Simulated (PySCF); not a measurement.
**Working out the excitation energy of Mg**

Mg [Ne] 3s2 (1S) → Mg [Ne] 3s1 4s1 (3S). All numbers are calculated (PySCF 2.14, no relativity, point nucleus, in aug-cc-pVTZ (6s5p3d2f, 50 functions)). Frozen: [Ne]. Energies in hartree (1 hartree = 27.21139 eV):

| part | Mg (lower) | Mg (upper) |
| --- | --- | --- |
| UHF | -199.613351 | -199.458662 |
| CCSD correlation | -0.033751 | -0.004164 |
| (T) | 0.000000 | 0.000000 |

Task: What does Hartree-Fock give?

Result: (-199.458662) − (-199.613351) = 0.154689 hartree = 4.209 eV.

Task: What do CCSD and CCSD(T) give?

Result: The CCSD correlation energies differ by 0.029587 hartree = 0.805 eV and the triples by 0.000000 hartree = 0.000 eV, so CCSD gives 5.014 eV and CCSD(T) 5.014 eV.

Measured between the centres of the two terms (NIST): 5.108 eV, so CCSD(T) (valence) is off by -0.094 eV.

What remains against the reference includes basis incompleteness, the frozen core and higher excitations.
